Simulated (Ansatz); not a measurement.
**One elementary step**

Start structure (GeH$_{4}$, singlet), relaxed at PBE0-D4/def2-TZVP:

Ge1  (-0.625, -0.687, -0.295)
H2  (0.689, -0.522, -1.171)
H3  (0.630, 0.478, 0.767)
H4  (0.375, -0.084, 1.260)
H5  (-1.068, 0.815, -0.560)
(Å)

The step: GeH₂ + H₂ → GeH₂ + H₂; bonds formed: Ge1–H4, H2–H3; bonds broken: Ge1–H2, H3–H4. Ansatz 0.2.0; basis: def2-TZVPP and def2-QZVPP; cores frozen in the correlated methods. Filled d shells of the heavier atoms are correlated. The def2 sets are not built for correlating such inner shells, so the correlated values are less sure here. Extrapolation: Hartree–Fock as exp(−7.88 √X), correlation as X^−2.97. Energies below are by CCSD(T) at an estimated basis limit (MP2 extrapolated from triple and quadruple zeta, plus CCSD(T) − MP2 in triple zeta).

Q: What are the electronic barrier and the energy of the step, from the start structure to the end structure? (Judge from chemistry; the value comes from the calculation.)

A: The calculation gives: Barrier 0.513 eV; step energy 0.000 eV (both ends alike: a degenerate step); reverse barrier, their difference, 0.513 eV. Barrier and step energy count from the start structure, the reverse barrier from the end structure.

The saddle point: One imaginary mode of 1351i cm⁻¹.
| pair | start (Å) | saddle (Å) | end (Å) |
| --- | --- | --- | --- |
| Ge1–H4 | 1.95 | 1.70 | 1.59 |
| H2–H3 | 2.18 | 1.10 | 0.79 |
| Ge1–H2 | 1.59 | 1.70 | 1.95 |
| H3–H4 | 0.79 | 1.10 | 2.18 |

Zero-point energy (harmonic, PBE0-D4): ZPE is 0.743 eV at the start and 0.700 eV at the saddle, so the barrier goes from 0.513 to 0.471 eV.

The T1 diagnostic stays at or below 0.014.

For scale, one of the runs: CCSD(T)/def2-TZVPP, 104 basis functions (an equivalent command: `ansatz run in.yaml --threads 2`). The run took about 2.3 s on 2 CPU threads (shared host).
